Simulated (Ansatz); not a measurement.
Species: VI (charge 0, quintet). The spin state was set by rule; other spins were not relaxed. 
Structure (B3LYP-D3(BJ)/def2-TZVP (Ansatz, a first-principles code) minimum search):
```xyz
2

V      0.0000     0.0000    -1.8149
I      0.0000     0.0000     0.7876
```
Charge 0, spin multiplicity 5.

Total electronic energies in hartree. Valence correlation only, unless marked. Open shells are spin-unrestricted. Spin-orbit coupling is left out. The frozen core is the preceding noble-gas configuration, with the filled d and f shells of earlier blocks. Past Kr the def2 sets carry scalar-relativistic core potentials. Basis-set limits of correlation are two-point, X^-3; Hartree-Fock from the larger set.

The T1 diagnostic of CCSD in the largest basis is 0.074, which is high, so the coupled-cluster rows are less sure than usual.

| level | program | energy (Eh) |
|---|---|---|
| BLYP-D3(BJ)/def2-TZVPD | Ansatz + dftd3 | … |
| revPBE-D4/def2-TZVPD | Ansatz + dftd4 | … |
| BHLYP-D4/def2-TZVPD | Ansatz + dftd4 | -1241.63671 |
| r2SCANh/def2-TZVPD | Ansatz | -1241.77552 |
| HSE06-D4/def2-TZVPD | Ansatz + dftd4 | -1241.50381 |
| SCS-MP2/def2-TZVPP | Ansatz | -1239.79374 |
| CCSD/def2-QZVPP | Ansatz | -1239.88655 |
| CCSD(T)/def2-SVPD | Ansatz | -1239.65928 |
| CCSD(T)/CBS(def2-TZVPP,def2-QZVPP) | Ansatz | -1239.9175 |

Q: Fill in the missing entries.

A: 
- BLYP-D3(BJ)/def2-TZVPD, energy (Eh): -1241.68293
- revPBE-D4/def2-TZVPD, energy (Eh): -1241.64862
